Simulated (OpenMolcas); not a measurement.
Co5+, Rh5+, Ir5+: d⁴ down the group

```
Program             : OpenMolcas 26.06
Method              : CASSCF
Basis               : ANO-R2
Scalar Hamiltonian  : X2C, finite nucleus
Spin-orbit coupling : state interaction with AMFI integrals over the reference wave functions, term energies averaged over their components
```

Active space for each ion: 4 electrons in 5 orbitals (d).

Computed levels in cm-1 above ⁵D₀:

```json
{"Level": "⁵D₁", "Co5+": "203", "Rh5+": "622", "Ir5+": "4976"}
{"Level": "⁵D₂", "Co5+": "595", "Rh5+": "1665", "Ir5+": "9533"}
{"Level": "⁵D₃", "Co5+": "1154", "Rh5+": "2969", "Ir5+": "13223"}
{"Level": "⁵D₄", "Co5+": "1857", "Rh5+": "4438", "Ir5+": "15846"}
{"Level": "³H₄", "Co5+": "30633", "Rh5+": "22377", "Ir5+": "25624"}
{"Level": "³H₅", "Co5+": "31065", "Rh5+": "23806", "Ir5+": "31837"}
{"Level": "³H₆", "Co5+": "31534", "Rh5+": "24966", "Ir5+": "34565"}
{"Level": "³P₀(1)", "Co5+": "32529", "Rh5+": "21975", "Ir5+": "24076"}
{"Level": "³P₁(1)", "Co5+": "33726", "Rh5+": "25072", "Ir5+": "32761"}
{"Level": "weight of ⁵D in the lowest level (%)", "Co5+": "100", "Rh5+": "97", "Ir5+": "68"}
```

Mixed levels, with the weight of the term that names them: Ir5+ ⁵D₀ (68 %), Ir5+ ⁵D₄ (72 %), Ir5+ ³H₄ (59 %), Ir5+ ³H₆ (75 %), Ir5+ ³P₀(1) (55 %).

Measured, with the error of the calculation in %. Measured levels: Co5+ from Sugar and Corliss, J. Phys. Chem. Ref. Data 10, 1097 (1981).

| Level | Co5+ |
| --- | --- |
| ⁵D₁ | 204 (-0.5) |
| ⁵D₂ | 589 (+1.0) |
| ⁵D₃ | 1125 (+2.6) |
| ⁵D₄ | 1782 (+4.2) |
| ³H₄ | 28377 (+8.0) |
| ³H₅ | 28806 (+7.8) |
| ³H₆ | 29234 (+7.9) |
| ³P₀(1) | 27166 (+19.7) |
| ³P₁(1) | 28462 (+18.5) |

The fine-structure level ⁵D₄ changes by a factor of 8.53 from Co5+ to Ir5+.

Without spin-orbit coupling ³H lies 30041, 21326, 19620 cm-1 above ⁵D in that order; the difference to the level ³H₄, of either sign, comes from spin-orbit coupling, which also lowers the zero.

Without dynamic correlation excited terms often stand tens of per cent too high (terms of higher spin than the ground term too low), and those without a measured partner can miss by more than the paired ones. Computed and measured levels are paired by configuration, term and J; levels that our copy of the source lacks, or whose pairing is in doubt (as where it misses far off the trend of its configuration), stay unpaired and out of the deviations. Levels of configurations outside the active space are missing.

A number in round brackets counts repeated terms of one configuration in the order of the reference energies.
